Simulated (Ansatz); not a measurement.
Li12F12 (started as a model of: (LiF)12 cage of four- and six-membered rings) was relaxed with r2SCAN-D4 (def2-SVP) in Ansatz in these states: charge +1 doublet, charge -1 doublet, neutral singlet. The geometries follow in no particular order.

A:

```xyz
24

Li   -0.094   -2.044   -2.898
F    -1.145   -0.587   -2.627
Li    0.313    0.341   -3.126
F     1.429   -1.040   -3.196
Li    1.870   -1.583   -1.546
F     0.575   -2.827   -1.426
Li   -0.418   -2.656   -0.010
F    -1.943   -1.687    0.059
Li   -1.898   -0.274   -1.038
F    -1.676    1.359   -0.205
Li   -0.248    2.288   -0.767
F     0.761    1.689   -2.120
Li    1.910    1.279   -0.776
F     2.119   -0.409   -0.206
F     1.203    2.528    0.297
Li    1.427   -0.736    1.475
F     0.206   -2.042    1.553
Li   -1.471   -1.398    1.763
F    -1.864    0.060    2.622
Li   -1.899    1.521    1.573
Li    0.907    2.278    1.994
F     1.155    0.609    2.618
Li   -0.460    0.855    3.412
F    -0.760    2.476    2.575
```

B:

```xyz
24

Li   -0.678    3.429    0.867
F    -0.675    2.770   -0.826
Li   -2.417    2.195   -0.639
F    -2.297    2.570    1.128
Li   -1.367    1.434    2.242
F     0.127    2.451    2.118
Li    1.568    1.599    1.651
F     1.943    1.535   -0.139
Li    0.573    1.545   -1.340
F     0.264   -0.070   -2.099
Li   -1.432   -0.632   -1.904
F    -2.495    0.492   -0.994
Li   -2.333   -0.705    0.370
F    -1.218   -0.269    1.710
F    -1.724   -1.990   -0.725
Li    0.318   -1.228    1.703
F     1.820   -0.199    1.672
Li    2.779   -0.055    0.120
F     2.753   -1.429   -0.945
Li    1.453   -1.403   -2.207
Li   -0.520   -3.238   -0.558
F     0.632   -2.785    0.808
Li    2.061   -2.938   -0.304
F     0.866   -3.078   -1.711
```

C:

Cartesian coordinates in Å:
```
Li 2.137 1.195 2.440
F 1.087 2.327 1.531
Li -0.208 1.736 2.657
F 0.811 0.535 3.495
Li 1.076 -0.969 2.552
F 2.634 -0.397 1.817
Li 2.628 -0.464 0.081
F 2.173 0.984 -0.899
Li 0.864 2.001 -0.218
F -0.790 1.747 -0.978
Li -2.074 1.259 0.184
F -1.659 1.143 1.919
Li -1.717 -0.639 1.601
F -0.195 -1.586 1.442
F -2.745 -0.424 0.155
Li 0.161 -2.168 -0.265
F 1.729 -1.622 -0.939
Li 1.643 -0.233 -2.092
F 0.319 -0.085 -3.208
Li -1.024 0.960 -2.576
Li -2.584 -1.280 -1.343
F -1.110 -2.323 -1.520
Li -0.868 -1.402 -3.038
F -2.289 -0.294 -2.799
```

Problem. Judge from the bond lengths which geometry belongs to which state (an estimate).

Solution. A is the charge -1 doublet (Li3–Li5 2.936 Å, Li20–Li21 2.937 Å, Li21–Li23 2.430 Å); B is the charge +1 doublet (Li3–Li5 3.160 Å, Li20–Li21 3.160 Å, Li21–Li23 2.611 Å); C is the neutral singlet (Li3–Li5 2.996 Å, Li20–Li21 2.996 Å, Li21–Li23 2.416 Å).

At r2SCAN-D4/def2-SVP the highest occupied level of the relaxed charge -1 doublet lies above zero (up to 1.26 eV). By energy differences, losing it releases 0.39 eV (each at its own geometry, to the charge 0 singlet, at PBE0-D4/def2-SVP). At r2SCAN-D4/def2-SVP the gap within one spin of the relaxed charge -1 doublet nearly closes, so an electron or hole may be smeared out by delocalisation error. At r2SCAN-D4/def2-SVP the gap within one spin of the relaxed charge 1 doublet nearly closes, so an electron or hole may be smeared out by delocalisation error.
